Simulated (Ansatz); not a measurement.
Cost and result for the atomization energy of H6Si2Sn (`[SiH2]1[SiH2][SnH2]1`) (9 atoms, 9 bonds).

```xyz
9

Si    0.038    1.338   -0.413
Si    0.979   -0.322    0.948
Sn   -1.003   -1.000   -0.527
H     0.838    1.825   -1.566
H    -0.719    2.432    0.246
H     0.781   -0.208    2.416
H     2.338   -0.812    0.603
H    -0.733   -1.973   -1.893
H    -2.518   -1.280    0.186
```

Charge 0, multiplicity 1. Correlated methods include outer-core shells of Sn, which these sets cover unevenly. Sn takes the def2 core potential. The geometry is a stationary point of PBE0-D4/def2-TZVP. Program: Ansatz. All runs use 2 threads of an AMD EPYC 7B13 on a shared host. Times are those of one run each, without the atoms' runs, and a repeat can differ threefold. Electronic energies, without spin–orbit coupling; frozen cores. CCSD(T)/CBS adds CCSD(T) − MP2 in def2-TZVPP to the MP2 limit, and its time is that of the two runs behind it. T1 = 0.014. With those shells the extrapolation isn't a true limit.

CCSD(T)/CBS is a level of theory with its own doubt, some kJ/mol a heavy atom from the limit and from the frozen cores, so smaller differences don't rank the functionals.

| level | functions | wall time | atomization (kcal/mol) | difference from CCSD(T)/CBS | per bond |
| --- | --- | --- | --- | --- | --- |
| LDA (SPW92)/def2-TZVPP | 218 | 1.7 s | 615.8 | 61.7 | 6.9 |
| revPBE-D4/def2-TZVPP | 218 | 2.8 s | 534.2 | -19.9 | -2.2 |
| BLYP-D4/def2-TZVPP | 218 | 2.8 s | 537.2 | -16.9 | -1.9 |
| PBE-D4/def2-TZVPP (with forces) | 218 | 3.2 s | 543.6 | -10.5 | -1.2 |
| PBE0-D4/def2-TZVPP | 218 | 3.8 s | 543.2 | -10.9 | -1.2 |
| CCSD(T)/def2-SVP | 92 | 3.8 s | 505.7 | -48.4 | -5.4 |
| BHLYP-D4/def2-TZVPP | 218 | 4 s | 541.3 | -12.8 | -1.4 |
| r2SCAN-D4/def2-TZVPP (with forces) | 218 | 6 s | 550.7 | -3.4 | -0.4 |
| r2SCANh-D4/def2-TZVPP | 218 | 6 s | 549.0 | -5.1 | -0.6 |
| B97M-V/def2-TZVPP | 218 | 11 s | 561.7 | 7.6 | 0.8 |
| MP2/def2-QZVPP | 402 | 22 s | 534.5 | -19.6 | -2.2 |
| CCSD(T)/def2-TZVPP | 218 | 91 s | 536.9 | -17.2 | -1.9 |
| CCSD(T)/CBS(def2) | – | 110 s | 554.1 | 0.0 | 0.0 |

Leaving LDA and LC-ωPBE aside and taking each functional with its dispersion term where it has one, the values spread over 27.5 kcal/mol, from revPBE-D4 to B97M-V. LDA lies +77.4 kcal/mol from PBE without D4, its usual overbinding. In def2-TZVPP, CCSD(T) changes the Hartree–Fock value by +140.4 kcal/mol (the triples alone add +7.4 kcal/mol) and MP2 by +127.8 kcal/mol; breaking electron pairs costs correlation energy, which Hartree–Fock lacks. The D4 term adds +8.6 kcal/mol with B3LYP and +4.5 kcal/mol with PBE0; it sums over pairs of atoms, weighted by their polarisabilities, and B3LYP, whose exchange is more repulsive, gets the larger term.

B3LYP here is the variant with VWN-RPA as its local correlation; programs differ in this.

Spin–orbit coupling would lower the free Sn atoms strongly, and the atomization energy with them, by more than many differences here. For some Ge, Se and Sn compounds the MP2-based and the directly extrapolated limit differ by 10 to 25 kJ/mol.
